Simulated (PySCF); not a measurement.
## Sc²⁺ (scandium, charge +2): M06-2X calculation

Configuration: [Ar] 3d1, 2D determinant. All numbers are calculated (PySCF 2.14, no relativity, point nucleus, in pcseg-2 (6s4p3d2f1g, 56 functions)).

* Total energy: -759.903 hartree
* One-electron energy: -1029.029 hartree
* Hartree (Coulomb) energy: 307.745 hartree
* Exchange-correlation energy: -38.618 hartree
* Kinetic energy: 759.65617 hartree
* ⟨S²⟩: 0.7505
* ⟨L²⟩: 6.006
* Sum of ⟨r⟩: 13.39 bohr
* Sum of ⟨r²⟩: 16.32 bohr²
* Traceless quadrupole moment −½Σ⟨3z² − r²⟩ along its main axis: 0.817 e·bohr²
* Density at the nucleus (Gaussians lack the cusp): 6110 bohr⁻³
* Spin density at the nucleus: 0.0202 bohr⁻³
* Langevin diamagnetic susceptibility: -12.9 ×10⁻⁶ cm³/mol
* Time after the integrals: 2.1 s of wall time on 1 thread of Neoverse-V1 (shared host)

| shell | electrons | mean orbital energy (eV) | spread (eV) | rms radius, mean of both spins (bohr) |
| --- | --- | --- | --- | --- |
| 1s α | 1 | -4454.7 | 0 | 0.0853 |
| 1s β | 1 | -4454.7 | 0 | 0.0853 |
| 2s α | 1 | -506.99 | 0 | 0.375 |
| 2s β | 1 | -506.68 | 0 | 0.375 |
| 2p α | 3 | -422.81 | 0.143 | 0.341 |
| 2p β | 3 | -422.52 | 0.527 | 0.341 |
| 3s α | 1 | -77.357 | 0 | 1.16 |
| 3s β | 1 | -76.394 | 0 | 1.16 |
| 3p α | 3 | -54.333 | 0.085 | 1.26 |
| 3p β | 3 | -53.154 | 1.249 | 1.26 |
| 3d α | 1 | -21.877 | 0 | 1.74 |
